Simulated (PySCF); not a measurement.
C4H6Ge, SMILES C#C[C](=C)[GeH3].

Coordinates come from a PBE-D3(BJ)/def2-SVP optimisation. The structure was generated by enumeration, and PubChem lists no compound with its InChIKey, so it may never have been made.

Computed with PBE-D3(BJ)/def2-SVP run with PySCF 2.14.0.

Frequencies are harmonic and unscaled.

```
mode  ν (cm⁻¹)  IR (km/mol)  moving atoms (share of kinetic energy)
----  --------  -----------  --------------------------------------
1          100          0.0                                  H 95 %
2          121          0.2                 C 67 %, H 16 %, Ge 16 %
3          232          4.3                          C 75 %, H 25 %
4          261          0.5                  C 60 %, H 32 %, Ge 9 %
5          401         18.7                         C 73 %, Ge 21 %
6          412          4.2                          H 57 %, C 43 %
7          544         13.7                          H 75 %, C 20 %
8          609         13.4                          C 69 %, H 28 %
9          618         56.5                          H 57 %, C 39 %
10         627         28.8                          H 78 %, C 22 %
11         632         13.2                          H 78 %, C 21 %
12         724          1.3                          H 79 %, C 20 %
13         795        176.8                                  H 97 %
14         844         24.4                                  H 99 %
15         857         23.2                                  H 99 %
16         906         30.4                          H 72 %, C 28 %
17         913          1.2                          C 53 %, H 46 %
18        1148          1.1                          C 70 %, H 29 %
19        1369          6.1                          H 84 %, C 16 %
20        1600          1.5                          C 89 %, H 11 %
21        2079         80.9                                 H 100 %
22        2095        104.3                                  H 98 %
23        2097         96.2                                  H 98 %
24        2131          2.6                           C 91 %, H 9 %
25        3066          4.9                                  H 95 %
26        3169          1.9                          H 89 %, C 11 %
27        3407         84.8                          H 86 %, C 14 %
```
